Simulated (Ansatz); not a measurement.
Job for Ansatz (a program for electronic structure): R-CCSD(T)/def2-SVP on CH3FOSn (SMILES C[O][Sn][F]), a point of a torsion scan. Elements past Kr take the def2 small-core potentials; no spin–orbit coupling. The run froze 12 orbitals, filled d shells among them.

Ansatz 0.2 input:
```yaml
crystal:
  periodic: [false, false, false]
  atoms:
    - {symbol: C, position_ang: [-1.08401024, -0.11984764, 0.21297208]}
    - {symbol: O, position_ang: [0.15319883, 0.55221551, 0.12448643]}
    - {symbol: Sn, position_ang: [2.06915719, 1.02952493, -0.16375594]}
    - {symbol: F, position_ang: [2.77341345, -0.20352784, -1.70820922]}
    - {symbol: H, position_ang: [-1.12171288, -0.95109906, -0.49224487]}
    - {symbol: H, position_ang: [-1.89049859, 0.57972313, -0.01788853]}
    - {symbol: H, position_ang: [-1.22396180, -0.50275201, 1.22582044]}
basis:
  gaussian:
    orbitals: def2-SVP
magnetization: {spin_polarized: false}
correlation: {method: ccsd_t, electrons: outside_noble_gas}
scf: {lower_state_search: off}
```

It printed:

```
WARN ansatz: RAYON_NUM_THREADS=1 ignored (pool sized by the plan → 1); use --threads N
Functional definition: HF
these checks for a lower state are left out or cut short: stability, starts, cluster_reference, orbital_swaps, neighbouring_geometries, increment
integrals: 0.08 GiB planned
897 factors; integrals over basis functions are off by at most 1.5e-3 eV
mean field: 0.22 GiB planned
mean field evaluation 1: about -11618.0430 eV, gradient 4.5e1 eV
mean field evaluation 2: about -11618.1512 eV, gradient 4.6e1 eV
mean field evaluation 4: about -11622.4895 eV, gradient 2.8e0 eV
mean field evaluation 8: about -11622.5471 eV, gradient 4.4e-1 eV
mean field -11622.54816506 eV, -427.1207670198 hartree, gradient 4.3e-6 eV, S^2 0.000000; 0 other end points of the search recorded, 0 dependent functions left out
12 core orbitals not correlated, not the lowest: weight in the atoms' cores, before any rotation towards them, 0.813 or more for the frozen orbitals, at most 0.188 for the correlated occupied ones
reference -11622.54816506 eV, -427.1207670198 hartree; 12, 12 occupied and 59, 59 virtual orbitals, 897 factors
second order -15.95754641 eV of doubles, -0.00000000 eV of singles
coupled cluster: 0.22 GiB planned
cycle   1  -16.02851831 eV  change   -7.1e-2 eV  update   1.4e-1
cycle   2  -16.49256248 eV  change   -4.6e-1 eV  update   5.1e-2
cycle   3  -16.67003698 eV  change   -1.8e-1 eV  update   3.1e-2
cycle   4  -16.66720698 eV  change    2.8e-3 eV  update   1.0e-2
cycle   5  -16.65754344 eV  change    9.7e-3 eV  update   5.0e-3
cycle   6  -16.65834074 eV  change   -8.0e-4 eV  update   2.1e-3
cycle   7  -16.65883118 eV  change   -4.9e-4 eV  update   7.2e-4
cycle   8  -16.65853664 eV  change    2.9e-4 eV  update   3.4e-4
cycle   9  -16.65857160 eV  change   -3.5e-5 eV  update   1.2e-4
cycle  10  -16.65867548 eV  change   -1.0e-4 eV  update   5.8e-5
cycle  11  -16.65862625 eV  change    4.9e-5 eV  update   2.2e-5
cycle  12  -16.65863305 eV  change   -6.8e-6 eV  update   1.0e-5
perturbative correction -0.41947948 eV, -0.0154155866 hartree
Total energy: -11639.62627759 eV, -427.7483760792 hartree
Checks for a lower state left out: stability, starts, cluster_reference, orbital_swaps, neighbouring_geometries, increment
```

The calculation finished and met its thresholds.

Cost: about 5 core-seconds (a rough figure).
